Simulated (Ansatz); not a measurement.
Basis-set extrapolation for CH5FOSSi (`O[SiH](S)CF`) (PBE0-D4/def2-TZVP geometry, frozen core, Ansatz). Multiplicity 1, RHF reference.

```csv
,def2-TZVPP,def2-QZVPP
HF,-901.740638,-901.770979
MP2 correlation,-0.958158,-1.039553
CCSD(T) correlation,-1.036843,not run
```

Energies in hartree. Use E(X) = E(∞) + A·exp(−7.88·√X) for Hartree–Fock and E(X) = E(∞) + B·X^(−2.97) for correlation, with X = 3 and 4, and add CCSD(T) minus MP2 of the smaller set to the MP2 limit.

Task: What is the CCSD(T) energy at the basis-set limit?

Result: HF limit: -901.770979 + (-0.030341) × 0.13774 = -901.77516. MP2 limit: -1.039553 + (-0.081395) × 0.74074 = -1.09985. Higher-order term: -1.036843 − (-0.958158) = -0.07869. Total: -902.95370 hartree, 110.6 kcal/mol below CCSD(T)/def2-TZVPP.
